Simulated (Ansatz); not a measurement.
This geometry of ClFGaHO (5 atoms, charge 0, multiplicity 1) is a first-order saddle point.

These are results of RKS PBE/def2-SVPD in Ansatz 0.2.0, not measurements.

```xyz
5
Properties=species:S:1:pos:R:3
O -0.664 -0.827 0.933
Ga 0.028 0.268 -0.310
F -0.264 -0.074 -2.026
Cl 1.033 2.111 0.137
H -0.084 -1.552 1.225
```

(1) Which two structures does it join? (They come from a converged band through this point; their orientation in space is the band's.)

(2) How far does it lie above each of them?

Answers

(1) No bond is made or broken. The dihedral H5–O1–Ga2–Cl4 goes from 0 to -180°.

Initial state:

```xyz
5
Properties=species:S:1:pos:R:3
O -0.429 -1.234 0.570
Ga 0.031 0.202 -0.394
F -0.341 0.141 -2.119
Cl 0.986 1.962 0.388
H -0.199 -1.144 1.513
```

Final state:

```xyz
5
Properties=species:S:1:pos:R:3
O -0.194 -0.926 1.041
Ga 0.134 0.337 -0.186
F -0.339 0.036 -1.872
Cl 1.075 2.186 0.326
H -0.626 -1.707 0.650
```

(2) 3.7 kcal/mol above the first and 3.8 kcal/mol above the second. This is the barrier of this one path; another mechanism may lie lower.

Run time: 2.5 min on 2 threads of AMD EPYC 7B13 (Zen 3), on a shared host, peak memory 0.18 GiB.
